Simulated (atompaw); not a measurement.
**How hard is this magnesium (Mg) PAW (atompaw) potential?**

- Element: Mg (Z = 12)
- Generator: atompaw 4.2.0.5
- Type: PAW
- Functional: PBE
- Relativity: non-relativistic
- Frozen core: [Ne]
- Valence charge: 2
- Reference configuration: 3s2 3p0
- Partial waves: 3s (bound): rc 3.00 bohr; 3s channel at 0.5 Ry: rc 2.75 bohr; 3p (bound, empty): rc 3.00 bohr; 3p channel at 0.85 Ry: rc 3.00 bohr
- Local potential: bessel scheme, radius 2.00 bohr
- Core correction: smooth core density matched at 1.70 bohr
- Augmentation charge: besselshape compensation charge, radius 2.85 bohr; PAW radius 3.00 bohr; waves and projectors: custom polynom2 7 10 vanderbiltortho

The pseudo-atom Hamiltonian at the reference potential is diagonalised in spherical Bessel functions j_l(qr) that vanish at 20 bohr, with q² up to the cutoff. All-electron valence levels (Ry): 3s -0.3454, 3p -0.0983.

Q: How do the lowest levels (Ry) of each channel move with the cutoff, and are there ghosts?

A:

```tsv
cutoff (Ry)	s #1	s #2	p #1	d #1	d #2	f #1	Σ f·Δε (mRy)
8	-0.3449	0.0016	-0.0979	0.0532	0.1360	0.1079	1.0
10	-0.3451	0.0015	-0.0980	0.0532	0.1360	0.1079	0.6
12	-0.3453	0.0015	-0.0981	0.0532	0.1360	0.1079	0.2
400	-0.3454	0.0015	-0.0983	0.0532	0.1360	0.1079	0.0
```

Result: no extra level below or beside the all-electron valence levels (s, p, d, f tested); 10 mRy is reached at 6 Ry and 1 mRy at 8 Ry.
